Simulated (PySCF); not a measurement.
How methods differ on the ionisation energy of As²⁺

As²⁺ [Ar] 3d10 4s2 4p1 (2P) → As³⁺ [Ar] 3d10 4s2 (1S), as a difference of total energies. All numbers are calculated (PySCF 2.14, the non-relativistic Hamiltonian (point nucleus), in dyall-av2z (16s12p8d, 92 functions)). Correlated levels: valence: [Ar] 3d10 frozen; virtual orbitals above 40 to 60 times the deepest correlated orbital energy dropped. The calculations carry no spin-orbit coupling.

```tsv
method	ionisation energy (eV)
UHF	27.373
PBE	27.998
r2SCAN	28.206
HSE06	28.038
M06-2X	27.811
revPBE	27.953
r2SCAN0	28.188
MP2 (valence)	27.554
SCS-MP2 (valence)	27.535
```

Estimate what LDA gives.

28.153 eV, closest to r2SCAN0 among the rows shown.

Estimate what PBE0 gives.

28.022 eV, closest to HSE06 among the rows shown.

A first-order spin-orbit estimate (lowest level to lowest level, LS coupling) adds 0.201 eV.

These non-relativistic numbers lack the scalar-relativistic shift.

Errors of the correlated levels include the incompleteness of this basis and the frozen core.

For comparison: 28.349 ± 0.012 eV (measured; NIST Atomic Spectra Database, ionization energies).
